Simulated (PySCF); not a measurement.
CH₄AlIO₂, SMILES C[O][Al]([OH])[I].

The structure is a stationary point at B3LYP-D3(BJ)/def2-SVP. The structure was generated by enumeration; whether it is a known compound was not checked. The def2 effective core potentials stand for the cores of I; spin–orbit coupling is left out. The values are those of a single conformer.

Calculation: PySCF with TDA-PBE/def2-SVPD.

Vertical excitations. Gas-phase values at a fixed geometry. State labels are in the subgroup Cs.

Computed lowest excited states:
```csv
state,symmetry,energy (eV),λ (nm),f,main pairs
S1,A',4.88,254,0.020,HOMO→LUMO 99 %
S2,A",4.90,253,0.009,HOMO−1→LUMO 99 %
S3,A",5.21,238,0.016,HOMO−2→LUMO 99 %
S4,A',5.32,233,0.033,HOMO−3→LUMO 95 %
S5,A",5.69,218,0.000,HOMO→LUMO+1 100 %
S6,A',6.07,204,0.061,HOMO−1→LUMO+1 82 %
S7,A",6.15,202,0.000,HOMO−3→LUMO+1 100 %
S8,A",6.34,196,0.045,HOMO−4→LUMO 97 %
S9,A',6.37,195,0.020,"HOMO−2→LUMO+1 76 %, HOMO−5→LUMO 15 %"
S10,A',6.65,186,0.005,"HOMO−5→LUMO 50 %, HOMO→LUMO+2 31 %"
T1,A',4.64,267,0,HOMO→LUMO 100 %
T2,A",4.69,264,0,HOMO−1→LUMO 99 %
T3,A",4.96,250,0,HOMO−2→LUMO 98 %
T4,A',5.08,244,0,HOMO−3→LUMO 98 %
```
Triplets are in the Tamm–Dancoff approximation.
